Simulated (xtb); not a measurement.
diphosphane (H$_{4}$P$_{2}$), singlet, at a GFN2-xTB geometry. Base run: GFN2-xTB (xtb).

Geometry (Å):
```xyz
6

P     -0.9654    -0.4751    -0.0328
P      0.9654     0.4751     0.0328
H     -1.4902     0.3076     0.9962
H     -1.4624     0.3895    -1.0087
H      1.4624    -0.3895     1.0087
H      1.4902    -0.3076    -0.9962
```
Charge 0, spin multiplicity 1.
All else is at xtb's defaults.
Base energy -7.07137 Eh.

Variants of this job, named by their change:

| change | ΔE vs base (mEh) | HOMO-LUMO gap (eV) | G_solv (kcal/mol) | SCF cycles |
|---|---|---|---|---|
| base | 0.000 | 4.76 | - | 9 |
| gbsa = acetonitrile | -6.680 | 4.75 | -4.21 | 9 |
| alpb = hexane | -5.144 | 4.75 | -3.24 | 9 |
| etemp = 1000 | 0.000 | 4.76 | - | 9 |
| acc = 1000 | 0.003 | 4.75 | - | 4 |
| alpb = ch2cl2 | -5.787 | 4.75 | -3.63 | 9 |
| alpb = toluene | -5.239 | 4.75 | -3.29 | 9 |
| etemp = 5000 | -0.372 | 4.75 | - | 9 |
| acc = 30 | 0.000 | 4.76 | - | 7 |

ALPB and GBSA are two models with their own fitted parameters for each solvent, which aren't always the measured dielectric constant.
